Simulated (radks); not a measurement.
Results of a calculation; reference values are marked as such.
Initial-state core-level shifts of the niobium ion Nb3+ when its valence configuration changes from [Kr] 4d2. Code: a radial shooting solver on a logarithmic mesh with Libxc functionals. Model: Dirac Kohn-Sham, LDA (Slater exchange, Perdew-Wang correlation), spin-unpolarised, spherical densities, finite nucleus; open shells fill j = l - 1/2 first; Fermi nuclear charge, rms radius 4.324 fm. Shifts are changes of the shell-averaged eigenvalues in eV (positive: less bound); the change of the density at the nucleus, which sets a Mossbauer isomer shift, is in e/bohr^3, on a base of 8.212e+04.

valence,1s,2s,3s,3p,density at nucleus
4d1 5p1,-5.739,-6.123,-5.920,-5.918,+3.872
4d1 5s1,-4.746,-5.117,-4.903,-4.903,+25.040
5s2,-9.807,-10.591,-10.106,-10.104,+53.574
4d1.5 5p0.5,-2.841,-3.027,-2.933,-2.932,+1.855
4d0.5 5s1 5p0.5,-7.728,-8.308,-7.971,-7.970,+27.988
4d1.5 5s0.5,-2.338,-2.519,-2.419,-2.419,+12.157
4d0.5 5s0.5 5p1,-8.219,-8.807,-8.475,-8.472,+17.076
